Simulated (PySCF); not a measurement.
Compound: C4H3O2S (charge -1).
Z-matrix (Å and degrees, GFN2-xTB geometry), rows numbered from 1:
```
O 
C   1  1.2436
S   2  1.8281  1  123.55
C   3  1.7441  2   91.69  1  -179.99
C   4  1.3591  3  111.81  2     0.01
C   2  1.3837  1  130.09  3   179.99
O   6  1.4093  2  119.10  1     0.03
H   4  1.0724  3  119.02  2   179.88
H   5  1.0789  4  123.80  3   180.00
H   7  0.9664  6  102.97  2    -0.22
```

The geometry is computed with GFN2-xTB (gas phase).

Masses are those of the commonest isotopes; rigid-rotor values at the optimised geometry. The values belong to one conformer with, in the numbering `[O-:1][c:2]1[s:3][cH:4][cH:5][c:6]1[OH:7]`, C5–C6–O7–H 180°.

(1) Give the principal moments of inertia and the rotational constants in MHz.

(2) Classify the top.

(3) Is it planar, by Δ = Ic − Ia − Ib?

(4) Give the coordinates in the principal-axis frame, origin at the centre of mass.

(5) List the rotational levels J(Ka,Kc) to J = 5 (cm⁻¹).

(6) Estimate the classical rotational partition function at 10 K, 50 K and 100 K.

Answers

(1) Ia = 139.73, Ib = 209.56, Ic = 349.29 u·Å²; 505379 MHz·u·Å²/I gives A = 3617, B = 2412, C = 1447 MHz.

(2) An asymmetric top: κ = (2 × 2412 − 3617 − 1447)/(3617 − 1447) = -0.11.

(3) Planar: Δ = Ic − Ia − Ib = 0.00 u·Å². For a rigid frame Δ = −2 Σ m c², so it vanishes when all atoms lie in the ab plane; here none is more than 0.01 Å from it.

(4) The sense of each axis is arbitrary; atoms in the order of the calculation.
```
atom  mass (u)   a (Å)   b (Å)   c (Å)
  O1    15.995  -0.818   1.876   0.000
  C2    12.000  -0.291   0.750   0.000
  S3    31.972   1.517   0.480   0.000
  C4    12.000   1.311  -1.252   0.000
  C5    12.000  -0.002  -1.604   0.000
  C6    12.000  -0.872  -0.506   0.000
  O7    15.995  -2.278  -0.611   0.000
  H8     1.008   2.180  -1.880  -0.002
  H9     1.008  -0.350  -2.625   0.000
 H10     1.008  -2.564   0.312   0.003
```

(5) Above 0(0,0):
J = 1: 1(0,1) 0.1287, 1(1,1) 0.1689, 1(1,0) 0.2011
J = 2: 2(0,2) 0.3731, 2(1,2) 0.3941, 2(1,1) 0.4907, 2(2,1) 0.6113, 2(2,0) 0.6243
J = 3: 3(0,3) 0.7169, 3(1,3) 0.7250, 3(1,2) 0.9144, 3(2,2) 0.9974, 3(2,1) 1.0528, 3(3,1) 1.2859, 3(3,0) 1.2895
J = 4: 4(0,4) 1.1543, 4(1,4) 1.1568, 4(1,3) 1.4560, 4(2,3) 1.5017, 4(2,2) 1.6336, 4(3,2) 1.8193, 4(3,1) 1.8420, 4(4,1) 2.1983, 4(4,0) 2.1991
J = 5: 5(0,5) 1.6863, 5(1,5) 1.6870, 5(1,4) 2.0968, 5(2,4) 2.1166, 5(2,3) 2.3540, 5(3,3) 2.4826, 5(3,2) 2.5553, 5(4,2) 2.8704, 5(4,1) 2.8773, 5(5,1) 3.3510, 5(5,0) 3.3512

(6) Point group Cs, symmetry number σ = 1; q = (√π/σ)·√((kT/h)³/(ABC)), k/h = 20836.6 MHz/K: 1500 at 10 K, 16800 at 50 K, 47500 at 100 K.

No frequency check. Constants of a rigid frame at the computed geometry: no zero-point averaging, no centrifugal distortion.
